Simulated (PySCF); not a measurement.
FSr, charge +1. Atoms are numbered in the order given.

```xyz
2

Sr     0.0000     0.0000    -0.3858
F      0.0000     0.0000     1.6291
```
Charge +1, spin multiplicity 1.

Geometry optimised at PBE-D3(BJ)/def2-TZVPD. The spin state was assumed, not searched. The def2 effective core potentials stand for the cores of Sr; spin–orbit coupling is left out.

Calculation: PBE-D3(BJ)/def2-TZVPD (PySCF).

Frequencies are harmonic and unscaled.

| mode | ν (cm⁻¹) | IR (km/mol) | moving atoms (share of kinetic energy) |
|---|---|---|---|
| 1 | 571 | 120.8 | F 82 %, Sr 18 % |
